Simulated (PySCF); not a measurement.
Species: C7H13P.
Geometry (PBE0-D3(BJ)/def2-SVP, Å), atoms numbered from 1 in this order:
```xyz
21
C7H13P angstrom
C     -0.2984   -0.7943   -2.2043
P     -0.4371   -0.2651   -0.6370
C      0.7611   -1.0807    0.4730
C      1.7925   -0.1162    1.0518
C      2.6999    0.4982   -0.0013
C     -0.9450    1.3313   -0.0776
C     -1.8719    0.3906    0.1958
C     -3.2791    0.3097    0.6456
H      0.3942   -1.6085   -2.4139
H     -0.9348   -0.4054   -2.9992
H      0.1803   -1.5619    1.2758
H      1.2435   -1.8788   -0.1127
H      2.3958   -0.6584    1.7988
H      1.2665    0.6798    1.6067
H      3.2862   -0.2758   -0.5216
H      2.1187    1.0325   -0.7700
H      3.4071    1.2122    0.4468
H     -0.8962    2.4274   -0.0718
H     -3.3683   -0.3309    1.5372
H     -3.8968   -0.1548   -0.1391
H     -3.6927    1.3035    0.8792
```

All values: PBE0/pcSseg-1 (PySCF, non-relativistic), on one gas-phase PBE0-D3(BJ)/def2-SVP geometry that isn't relaxed in the solvent. The solvent is an IEF-PCM continuum (cavity from Bondi-type radii × 1.2). The model holds no explicit solvent molecules, cavitation or dispersion.

```
run  E − E(gas) (kcal/mol)  HOMO (eV)  HOMO–LUMO gap (eV)  dipole (D)
gas                   0.00      -4.89                4.73        2.58
  P                  -4.84      -5.17                5.06        3.72
  Q                  -5.17      -5.20                5.09        3.80
```

Problem. The runs were made in acetone and water. Which run belongs to which solvent?

Solution. P = acetone, Q = water. The dielectric constants are 20.49 (acetone), 78.36 (water), and the energy falls further as ε rises. In this model the ground state sees the solvent through ε alone.

Problem. How constant is the ratio of the lowering to (ε − 1)/(2ε + 1)?

Solution. 
```csv
solvent,(ε − 1)/(2ε + 1),E − E(gas) (kcal/mol),ratio (kcal/mol),polarisation term (kcal/mol)
acetone,0.464,-4.84,-10.4,-5.78
water,0.490,-5.17,-10.5,-6.25
```

The ratio changes by +1.1 % in size from acetone to water. The polarisation term is half the interaction of the solute with the induced surface charges.
